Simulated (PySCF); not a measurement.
FH4NOSi, SMILES F[SiH](N)O. The structure is a stationary point at ωB97X-D3(BJ)/def2-SVP. One conformer was computed; it need not be the lowest.

Method: PySCF with ωB97X-D3(BJ)/def2-SVP.

Harmonic wavenumbers (cm⁻¹): 191, 238, 259, 311, 364, 380, 722, 808, 827, 859, 908, 956, 1009, 1539, 2318, 3642, 3745, 3939. Rotational constants (GHz): 7.108, 6.083, 3.793; symmetry number 1.

**Question.** Work out the zero-point energy and the ideal-gas rigid-rotor harmonic-oscillator thermochemistry at 298.15 K and 1 atm.

**Answer.** ZPE = ½ Σ hcν = ½ × 23013 cm⁻¹ = 32.90 kcal/mol. H − E(el) = 37.20 kcal/mol. Entropy in cal/(mol K): translation 39.09, rotation 25.09, vibration 10.39, total 74.57. G − E(el) = 14.97 kcal/mol. Cp = 21.99 cal/(mol K).
